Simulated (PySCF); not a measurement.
SMILES C=CC[SiH2]Br (GFN2-xTB optimised geometry):

```
12

C      2.020    -1.257    -1.055
C      1.273    -0.988     0.000
C     -0.216    -0.988     0.000
Si    -0.876     0.793     0.000
Br    -3.095     0.671    -0.003
H      3.095    -1.231    -1.017
H      1.583    -1.526    -2.003
H      1.737    -0.720     0.941
H     -0.587    -1.513     0.883
H     -0.590    -1.519    -0.878
H     -0.534     1.519     1.216
H     -0.519     1.515    -1.212
```

Method: CAM-B3LYP/def2-TZVP (PySCF 2.14.0).

Task: What are the frontier orbital energies and the dipole moment?

Result: HOMO-2 -9.75 eV, HOMO-1 -9.59 eV, HOMO -8.72 eV, LUMO 0.66 eV, LUMO+1 1.49 eV; dipole moment 1.85 D.

Meta-Löwdin charges at CAM-B3LYP/def2-TZVP: C1 -0.28, C2 -0.09, C3 -0.44, Si4 0.70, Br5 -0.30, H6 0.12, H7 0.11, H8 0.11, H9 0.13, H10 0.13, H11 -0.10, H12 -0.10.
